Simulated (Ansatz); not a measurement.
C$_{5}$H$_{4}$OS, SMILES `O=Cc1cccs1` at its PBE0-D4/def2-TZVP geometry, where that method's forces vanish. Charge 0, multiplicity 1.

```xyz
11

O     1.5540    2.5291    0.7935
C     0.8189    1.6330    1.1296
C     0.3345    0.5799    0.2559
C    -0.5012   -0.4560    0.5983
C    -0.7813   -1.3081   -0.4856
C    -0.1505   -0.9000   -1.6304
S     0.7755    0.5047   -1.4000
H     0.4493    1.5520    2.1734
H    -0.8922   -0.5863    1.5997
H    -1.4165   -2.1816   -0.4307
H    -0.1905   -1.3668   -2.6036
```

What forces (eV/Å) does r2SCAN-D4/def2-TZVPP give on these atoms in Ansatz? (An estimate is asked.)

Ansatz gave: 
```
O1   0.323  0.393 -0.151
C2  -0.251 -0.329  0.063
C3   0.096  0.225  0.214
C4  -0.192 -0.219  0.121
C5  -0.140 -0.120  0.189
C6   0.010 -0.103 -0.276
S7   0.184  0.166 -0.222
H8  -0.041 -0.032  0.062
H9   0.006  0.010 -0.001
H10  0.002 -0.001 -0.006
H11  0.005  0.010  0.007
```
